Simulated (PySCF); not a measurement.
C2H6OSi (SMILES C=C[SiH2]O), singlet, geometry from GFN2-xTB; PBE/6-31G, TDA triplets run with PySCF.

PySCF was given this input:
```python
from pyscf import gto, scf, dft, tdscf

mol = gto.Mole()
mol.atom = '''
    Si    0.56207487   -0.18938409   -0.69014182
    O     1.18060039   -1.00841800    0.57214074
    C    -0.98741031    0.77466425   -0.21463037
    C    -1.58063635    0.72501957    0.96812154
    H     0.27055702   -1.27142178   -1.62110493
    H     1.54594870    0.76887484   -1.20877454
    H     1.37506917   -0.57897592    1.40043025
    H    -1.42413062    1.40961172   -0.97577413
    H    -1.20018522    0.10568250    1.76622694
    H    -2.47283056    1.28684681    1.20290888
'''
mol.basis = '6-31g'
mol.verbose = 4
mol.build()

mf = dft.RKS(mol)
mf.xc = 'pbe'
mf.kernel()
td = mf.TDA()
td.nstates = 5
td.singlet = False
td.kernel()
td.analyze()
```

Output, abridged:

```
PySCF version 2.14.0

[INPUT] verbose = 4
[INPUT] num. atoms = 10
[INPUT] num. electrons = 40
[INPUT] charge = 0
[INPUT] spin (= nelec alpha-beta = 2S) = 0
[INPUT] symmetry False subgroup None
[INPUT] Mole.unit = angstrom
[INPUT] Symbol           X                Y                Z      unit          X                Y                Z       unit  Magmom
[INPUT]  1 Si     0.562074870000  -0.189384090000  -0.690141820000 AA    1.062167565801  -0.357884062450  -1.304179026909 Bohr   0.0
[INPUT]  2 O      1.180600390000  -1.008418000000   0.572140740000 AA    2.231011399655  -1.905633839082   1.081189303306 Bohr   0.0
[INPUT]  3 C     -0.987410310000   0.774664250000  -0.214630370000 AA   -1.865935058472   1.463903270992  -0.405592617314 Bohr   0.0
[INPUT]  4 C     -1.580636350000   0.725019570000   0.968121540000 AA   -2.986969804032   1.370088422250   1.829484565892 Bohr   0.0
[INPUT]  5 H      0.270557020000  -1.271421780000  -1.621104930000 AA    0.511278668878  -2.402638953007  -3.063444336882 Bohr   0.0
[INPUT]  6 H      1.545948700000   0.768874840000  -1.208774540000 AA    2.921419645627   1.452962871669  -2.284252826947 Bohr   0.0
[INPUT]  7 H      1.375069170000  -0.578975920000   1.400430250000 AA    2.598504133633  -1.094105921518   2.646429629056 Bohr   0.0
[INPUT]  8 H     -1.424130620000   1.409611720000  -0.975774130000 AA   -2.691216837407   2.663780092777  -1.843945865136 Bohr   0.0
[INPUT]  9 H     -1.200185220000   0.105682500000   1.766226940000 AA   -2.268021364551   0.199710981159   3.337685190429 Bohr   0.0
[INPUT] 10 H     -2.472830560000   1.286846810000   1.202908880000 AA   -4.672972510855   2.431788035170   2.273168336007 Bohr   0.0

nuclear repulsion = 160.249362820891
number of shells = 34
number of NR pGTOs = 136
number of NR cGTOs = 52
basis = 6-31g
ecp = {}

******** <class 'pyscf.dft.rks.RKS'> ********
method = RKS
initial guess = minao
damping factor = 0
level_shift factor = 0
DIIS = <class 'pyscf.scf.diis.CDIIS'>
diis_start_cycle = 1
diis_space = 8
diis_damp = 0
SCF conv_tol = 1e-09
SCF conv_tol_grad = None
SCF max_cycles = 50
direct_scf = True
direct_scf_tol = 1e-13
XC library pyscf.dft.libxc version 7.1.2
    S. Lehtola, C. Steigemann, M. J. T. Oliveira, and M. A. L. Marques,  SoftwareX 7, 1–5 (2018)
XC functionals = pbe
    J. P. Perdew, K. Burke, and M. Ernzerhof,  Phys. Rev. Lett. 77, 3865 (1996)
    J. P. Perdew, K. Burke, and M. Ernzerhof,  Phys. Rev. Lett. 78, 1396 (1997)
    J. P. Perdew, K. Burke, and M. Ernzerhof,  Phys. Rev. Lett. 77, 3865 (1996)
    J. P. Perdew, K. Burke, and M. Ernzerhof,  Phys. Rev. Lett. 78, 1396 (1997)
radial grids:
    Treutler-Ahlrichs [JCP 102, 346 (1995); DOI:10.1063/1.469408] (M4) radial grids

becke partition: Becke, JCP 88, 2547 (1988); DOI:10.1063/1.454033
pruning grids: <function nwchem_prune>
grids dens level: 3
symmetrized grids: False
atomic radii adjust function: <function treutler_atomic_radii_adjust>
small_rho_cutoff = 0
Set gradient conv threshold to 3.16228e-05
Initial guess from minao.
tot grids = 120352
init E= -444.34463625889
  HOMO = -0.317416399645947  LUMO = -0.103521140676566  gap/eV = 5.82039
cycle= 1 E= -443.924431245084  delta_E= 0.42  |g|= 0.873  |ddm|= 2.84
  HOMO = -0.0700533335811835  LUMO = 0.0248828535516679  gap/eV = 2.58335
cycle= 2 E= -443.288467698984  delta_E= 0.636  |g|= 1.92  |ddm|= 3.14
  HOMO = -0.216349235536345  LUMO = -0.015087478239417  gap/eV = 5.47661
cycle= 3 E= -444.070787250225  delta_E= -0.782  |g|= 0.228  |ddm|= 2.65
  HOMO = -0.24481138429402  LUMO = -0.0452578748600396  gap/eV = 5.43013
cycle= 4 E= -444.082438661867  delta_E= -0.0117  |g|= 0.115  |ddm|= 0.396
  HOMO = -0.24038439949383  LUMO = -0.0363382758231108  gap/eV = 5.55238
cycle= 5 E= -444.085090561101  delta_E= -0.00265  |g|= 0.06  |ddm|= 0.149
  HOMO = -0.240917295466411  LUMO = -0.0343826168432118  gap/eV = 5.62009
cycle= 6 E= -444.086054067546  delta_E= -0.000964  |g|= 0.0128  |ddm|= 0.0601
  HOMO = -0.241094451377854  LUMO = -0.0348878373411727  gap/eV = 5.61117
cycle= 7 E= -444.086110961592  delta_E= -5.69e-05  |g|= 0.00162  |ddm|= 0.0212
  HOMO = -0.24111133010255  LUMO = -0.0347037244544888  gap/eV = 5.61664
cycle= 8 E= -444.086111738005  delta_E= -7.76e-07  |g|= 0.000274  |ddm|= 0.00275
  HOMO = -0.241141843591904  LUMO = -0.0347208980331142  gap/eV = 5.61700
cycle= 9 E= -444.086111759691  delta_E= -2.17e-08  |g|= 5.31e-05  |ddm|= 0.00046
  HOMO = -0.241140405885758  LUMO = -0.0347230566826473  gap/eV = 5.61690
cycle= 10 E= -444.086111760747  delta_E= -1.06e-09  |g|= 1.41e-05  |ddm|= 0.000119
  HOMO = -0.241140925155438  LUMO = -0.034723101317832  gap/eV = 5.61692
cycle= 11 E= -444.086111760826  delta_E= -7.9e-11  |g|= 1.26e-06  |ddm|= 2.64e-05
  HOMO = -0.241140705583393  LUMO = -0.0347227096355633  gap/eV = 5.61692
Extra cycle  E= -444.086111760826  delta_E= -4.55e-13  |g|= 1.55e-06  |ddm|= 5.17e-06
converged SCF energy = -444.086111760826

******** <class 'pyscf.tdscf.rks.TDA'> for <class 'pyscf.dft.rks.RKS'> ********
nstates = 5 triplet
deg_eia_thresh = 1.000e-03
wfnsym = None
conv_tol = 1e-05
eigh lindep = 1e-12
eigh level_shift = 0
eigh max_cycle = 100

Excitation energies (eV)
[4.60082024 5.55502144 6.07789654 6.38177925 6.62002902]

** Triplet excitation energies and oscillator strengths **
Excited State   1:      4.60082 eV    269.48 nm  f=0.0000
      18 -> 21        0.15099
      19 -> 21       -0.49230
      20 -> 21       -0.47022
Excited State   2:      5.55502 eV    223.19 nm  f=0.0000
      19 -> 21        0.49166
      20 -> 21       -0.50229
Excited State   3:      6.07790 eV    203.99 nm  f=0.0000
      18 -> 21       -0.67530
      20 -> 21       -0.14924
      20 -> 22       -0.10724
Excited State   4:      6.38178 eV    194.28 nm  f=0.0000
      18 -> 21        0.10803
      19 -> 22        0.16357
      20 -> 22       -0.67763
Excited State   5:      6.62003 eV    187.29 nm  f=0.0000
      19 -> 22        0.68255
      20 -> 22        0.15360

** Transition electric dipole moments (AU) **
state          X           Y           Z        Dip. S.      Osc.
  1         0.0000      0.0000      0.0000      0.0000      0.0000
  2         0.0000      0.0000      0.0000      0.0000      0.0000
  3         0.0000      0.0000      0.0000      0.0000      0.0000
  4         0.0000      0.0000      0.0000      0.0000      0.0000
  5         0.0000      0.0000      0.0000      0.0000      0.0000

** Transition velocity dipole moments (imaginary part, AU) **
state          X           Y           Z        Dip. S.      Osc.
  1        -0.0000     -0.0000     -0.0000      0.0000      0.0000
  2        -0.0000     -0.0000     -0.0000      0.0000      0.0000
  3        -0.0000     -0.0000     -0.0000      0.0000      0.0000
  4        -0.0000     -0.0000     -0.0000      0.0000      0.0000
  5        -0.0000     -0.0000     -0.0000      0.0000      0.0000

** Transition magnetic dipole moments (imaginary part, AU) **
state          X           Y           Z
  1        -0.0000     -0.0000     -0.0000
  2        -0.0000     -0.0000     -0.0000
  3        -0.0000     -0.0000     -0.0000
  4        -0.0000     -0.0000     -0.0000
  5        -0.0000     -0.0000     -0.0000
```
